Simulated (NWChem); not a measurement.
A series in which one site is exchanged, each optimised at PBE0/def2-SVP with NWChem, gas phase unless a solvent is named. Some are not confirmed as minima by frequencies. def2 effective core potentials on Sn; no spin-orbit coupling.

A: FC(F)Cl (CHClF$_{2}$; site = C)
B: [F][GeH]([Cl])[F] (GeHClF2; site = Ge)
C: F[SiH](F)Cl (SiHClF2; site = Si)
D: [F][SnH]([F])[Cl] (SnHClF$_{2}$; site = Sn)

### Question
Rank them by orbital gap (eV), PBE0/def2-SVP, lowest first.

### Answer
D (7.48), B (9.20), A (10.49), C (10.98)
